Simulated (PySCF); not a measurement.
A structure optimised at PBE-D3(BJ)/def2-TZVPD, used in a PySCF frequency run:

```xyz
2

Sr     0.0000     0.0000    -0.3858
F      0.0000     0.0000     1.6291
```
Charge +1, spin multiplicity 1.

**Question.** Write its SMILES, formula and point group.

**Answer.** [F][Sr+], FSr, C∞v

**Question.** What are its rotational constants (standard atomic weights)?

**Answer.** 7.9731 GHz (linear rotor, B only)
